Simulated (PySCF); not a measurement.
Computed properties of Te(F)(SiH3) (FH3SiTe), SMILES F[Te][SiH3]

Te(F)(SiH3) (FH3SiTe), SMILES F[Te][SiH3]. Geometry optimised at B3LYP-D3(BJ)/def2-SVP. The def2 effective core potentials stand for the cores of Te; spin–orbit coupling is left out. One conformer was computed; it need not be the lowest. All values are computed for the isolated molecule unless a solvent is named; none is compared with measurement here.

**Structure.** The optimised structure has Cs symmetry. All 12 harmonic modes at B3LYP-D3(BJ)/def2-SVP (PySCF) are real, so it is a minimum. With heavy atoms numbered as in [Te:1]([F:2])[SiH3:3], the shortest bond between them is Te1–F2 at 1.970 Å and the longest Te1–Si3 at 2.525 Å.

**Vibrations.** The strongest infrared lines (harmonic, unscaled, degenerate partners summed) lie at 880 cm⁻¹ (339 km/mol, H 92 %, Si 8 %), 2246 cm⁻¹ (78 km/mol, H 96 %), 2241 cm⁻¹ (74 km/mol, H 96 %). The softest mode is at 106 cm⁻¹ and the zero-point energy is 16.7 kcal/mol.

**Electronic structure.** PBE0/def2-TZVPD (PySCF) places the frontier levels at -6.68 and -2.80 eV, a gap of 3.88 eV, and gives a dipole moment of 2.49 D and a mean polarisability of 72.5 bohr³.

**Excitations.** TDDFT-ωB97X/def2-SVPD (PySCF) has S1 at 2.29 eV (541 nm, f = 0.000, dark); the most intense of the 10 singlets computed lies at 7.24 eV (f = 0.24). T1 (TDA) is at 1.63 eV.
